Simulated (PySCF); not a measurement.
C4H12BF2N.
Z-matrix (Å and degrees, PBE0-D3(BJ)/def2-SVP geometry), rows numbered from 1:
```
B 
N   1  1.6440
C   2  1.4750  1  108.23
C   2  1.4767  1  109.49  3  -118.56
C   2  1.4769  1  110.88  3   117.89
C   5  1.5147  2  116.57  1    50.23
F   6  1.3536  5  111.49  2    66.62
F   6  1.3527  5  106.52  2  -176.62
H   1  1.2233  2  105.44  3    51.37
H   1  1.2230  2  106.66  3   170.91
H   1  1.2271  2  105.55  3   -68.52
H   3  1.0969  2  108.92  1    55.93
H   3  1.1022  2  110.55  1   177.00
H   3  1.0958  2  108.63  1   -62.16
H   4  1.1017  2  110.32  1   177.34
H   4  1.0964  2  108.04  1    57.02
H   4  1.0934  2  109.56  1   -61.59
H   5  1.1040  2  110.04  1   173.31
H   5  1.0979  2  107.43  1   -68.86
H   6  1.0989  5  113.21  2   -56.31
```

Level: wB97X-D/def2-SVPD in PySCF, non-relativistic, on one gas-phase PBE0-D3(BJ)/def2-SVP geometry that isn't relaxed in the solvent. The solvent is an IEF-PCM continuum (van der Waals radii × 1.2), and excitations are vertical TDDFT with non-equilibrium linear response and a frozen core. Specific hydrogen bonds and non-electrostatic terms are outside this model.

Gas-phase singlets (H = HOMO, L = LUMO):

| state | E (eV) | λ (nm) | f | leading configuration |
| --- | --- | --- | --- | --- |
| S1 | 7.978 | 155 | 0.072 | H→L 39% |
| S2 | 8.058 | 154 | 0.071 | H-1→L 38% |
| S3 | 8.439 | 147 | 0.008 | H→L+1 62% |
| S4 | 8.522 | 145 | 0.017 | H-1→L+1 64% |
| S5 | 9.152 | 135 | 0.004 | H-1→L+3 18% |

Problem. How does the list change in chloroform (ε = 4.711)?

Solution. 
```csv
state,E (eV),λ (nm),f,leading configuration,change by rank (eV)
S1,8.149,152,0.115,H→L 77%,+0.171
S2,8.192,151,0.137,H-1→L 77%,+0.134
S3,8.617,144,0.003,H→L+1 54%,+0.178
S4,8.663,143,0.007,H-1→L+1 56%,+0.141
S5,9.375,132,0.019,H→L+2 28%,+0.223
```

Problem. The ground-state energy changes by -0.273 eV from gas to chloroform. By how much does the total energy of gas-phase S3 change?

Solution. E(S3) = E(S0) + excitation energy, so it changes by -0.273 + 0.178 = -0.095 eV: it is lowered less than the ground state, which is what a blue shift means. This is the vertical state, with the slow part of the continuum still set for S0.

Problem. How do the frontier levels move from gas to chloroform?

Solution. 
```csv
orbital,gas (eV),solvent (eV),change (eV),"Löwdin shares, gas","Löwdin shares, solvent"
LUMO+2,2.87,2.95,+0.08,"C3 10 %, H14 9 %, F7 9 %, C6 8 %","F8 22 %, C6 19 %, F7 13 %, B1 9 %"
LUMO+1,2.55,2.70,+0.15,"B1 30 %, H20 9 %, H18 7 %, C6 7 %","B1 17 %, C3 12 %, H13 8 %, H18 8 %"
LUMO,1.91,2.13,+0.22,"B1 17 %, C3 14 %, H13 9 %, C4 8 %","B1 44 %, C3 5 %, H9 4 %, H11 4 %"
HOMO,-9.90,-10.07,-0.17,"B1 40 %, H10 23 %, H9 20 %, N2 4 %","B1 39 %, H10 24 %, H9 19 %, N2 4 %"
HOMO-1,-9.99,-10.16,-0.17,"B1 41 %, H11 29 %, H9 10 %, H10 8 %","B1 40 %, H11 29 %, H9 11 %, H10 8 %"
HOMO-2,-11.33,-11.20,+0.13,"N2 27 %, B1 20 %, C5 6 %, H9 6 %","N2 28 %, B1 19 %, C5 7 %, H9 6 %"
HOMO-3,-12.12,-11.94,+0.18,"F7 18 %, F8 18 %, C6 15 %, C5 13 %","F7 17 %, F8 16 %, C6 15 %, C5 14 %"
```

The HOMO–LUMO gap goes from 11.81 to 12.21 eV. Rows go by rank; for LUMO, LUMO+1 and LUMO+2 the atom shares or the degeneracy differ between the runs, so the row needn't follow one orbital.

wB97X-D is run here without its empirical dispersion term; that term would change no orbital, density or response property at a fixed geometry.
